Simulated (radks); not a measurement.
Numerical settings for the chromium ion Cr2+, [Ar] 3d4. Calculated with a radial shooting solver on a logarithmic mesh with Libxc functionals: scalar-relativistic Kohn-Sham, SCAN, spin-polarised, spherical densities, finite nucleus; open shells are filled with parallel spins first; meta-GGA in the generalised Kohn-Sham scheme; Fermi nuclear charge, rms radius 3.6452 fm. The defaults (mesh step 0.008 in ln r, mesh end at 40 bohr or more with all orbitals vanishing there, Anderson mixing 0.5 over 9 steps, residual threshold near 1e-9 with the energy settled to 1e-9 hartree or 1e-11 of itself, here a cap of 63 iterations) give E = -1050.171 hartree and 3d at -24.284 eV in 15 iterations. Run on one thread of a shared host, so times are rough (Intel(R) Xeon(R) 6975P-C): 0.14 s of CPU time, 0.14 s wall, 15 iterations on 2189 mesh points. Changes against that run (0 stands for a change within the tolerance of the run):

setting                     iterations         converged  E (mhartree)  e(3d) (meV)  CPU (s)
mesh step in ln r 0.05              12               yes         +54.4        +19.5     0.03
mesh step in ln r 0.003             31               yes        +0.385      -0.0546     0.49
mesh step in ln r 0.08               2                no      diverged            -     0.01
mesh end (bohr) 5                   15               yes         +2.08         +113     0.09
mesh end (bohr) 1                   17  level above zero     +6.36e+04    +2.31e+05     0.09
residual threshold 1e-16            63                no             0            0     0.25
residual threshold 1e-13            63                no             0            0     0.26
mixing 0.01                         30               yes             0            0     0.18
linear mixing, mixing 0.05          63                no         +1.79         -496     0.38
linear mixing, mixing 1             19                no      diverged            -     0.19
mixing history 2                    24               yes             0            0     0.14
iteration cap 2                      2                no          +510    -2.23e+04     0.02

Settled on a wrong energy, with an occupied level pushed above zero by the early mesh end: mesh end (bohr) 1 (+63.6 hartree). Apart from these: settings that end as converged yet miss the energy by more than 1 mhartree: mesh step in ln r 0.05 (+0.0544 hartree); mesh end (bohr) 5 (+0.00208 hartree). A mesh that ends early acts as a hard wall.
